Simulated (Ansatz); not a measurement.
`C1=[CH][SnH2][CH2]1`, relaxed with RKS PBE-D4/def2-SVP in Ansatz from a rough embedded geometry. The force threshold is 0.03 eV/Å; the program also tests the step.

Charge 0, multiplicity 1. Sn: def2 effective core potential.

Start:

```xyz
10

C    -0.162   -0.138    1.259
C    -0.682    0.926    0.586
Sn    0.043    0.388   -1.331
C     0.524   -0.895    0.145
H    -0.197   -0.359    2.378
H    -1.275    1.769    0.891
H     1.360    1.359   -1.911
H    -1.217   -0.286   -2.398
H     1.560   -0.909    0.340
H     0.045   -1.856    0.040
```

(1) How much energy does the relaxation release, and in how many steps? (Estimate.)

(2) Which bonds change most? (An estimate is asked.)

(3) Give the relaxed structure. (An estimate is asked.)

Answers

(1) Computed: 22.23 kcal/mol, in 6 steps.

(2) The calculation gave: Sn3–C4 from 2.014 to 2.223 Å; C4–H9 from 1.053 to 1.110 Å; C2–Sn3 from 2.119 to 2.169 Å; Sn3–H8 from 1.784 to 1.735 Å.

(3) Computed: 
```xyz
10

C    -0.176   -0.079    1.195
C    -0.735    1.002    0.594
Sn   -0.001    0.417   -1.362
C     0.573   -1.000    0.252
H    -0.247   -0.293    2.283
H    -1.320    1.793    1.087
H     1.235    1.373   -2.114
H    -1.137   -0.101   -2.567
H     1.660   -1.089    0.459
H     0.150   -2.024    0.173
```
